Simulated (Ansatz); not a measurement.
Coupled-cluster diagnostics for the cluster ZrTe₂⁺, Ansatz.

Geometry of the doublet (r2SCAN-D4/def2-TZVP):

```
atom    x (Å)    y (Å)    z (Å)
 Zr1   1.1008  -0.2498   1.0096
 Te2   0.3759   0.6723  -1.3793
 Te3  -1.4767  -0.4226   0.3697
```

In the def2 sets Te, Zr take a core potential; there is no spin–orbit coupling. Correlated methods freeze 8 core orbitals; core or outer-core shells of Zr, Te are correlated, in sets that lack core-valence functions. In CCSD on the charge 1 quartet the largest single amplitude is 0.17, so its Hartree–Fock determinant may place the open shell otherwise than the density functionals do. The structure comes from a short search, and lower isomers may exist.

Geometry of the charge 1 quartet (r2SCAN-D4/def2-TZVP):

Cartesian coordinates in Å:
```
Zr -0.881 -1.008 -0.977
Te -0.608 0.650 1.284
Te 1.489 0.358 -0.307
```

Estimate the CCSD(T) correlation energy, the shares of MP2 and (T), T1 and the reference's ⟨S²⟩ for: charge 1, doublet, own geometry in def2-TZVP; charge 1, quartet, own geometry in def2-TZVP; and the rough time on 4 threads of Arm Neoverse V1 on a shared host.


| state | basis | correlation (eV) | MP2 share (%) | (T) share (%) | T1 | ⟨S²⟩ (pure) | wall time | remarks |
| --- | --- | --- | --- | --- | --- | --- | --- | --- |
| charge 1, doublet, own geometry | def2-TZVP | -31.517 | 101.6 | 3.8 | 0.032 | 0.87 (0.75) | 38 s | spin-contaminated (⟨S²⟩ 0.87) |
| charge 1, quartet, own geometry | def2-TZVP | -30.313 | 100.9 | 3.1 | 0.030 | 3.79 (3.75) | 34 s | – |
Customary marks for T1 are 0.02 (closed shells), 0.045 (open shells) and about 0.05 (3d metals). T1 exceeds 0.02 in 2 of 2 rows and 0.045 in 0; the higher it lies, the less the single-reference result can be trusted.
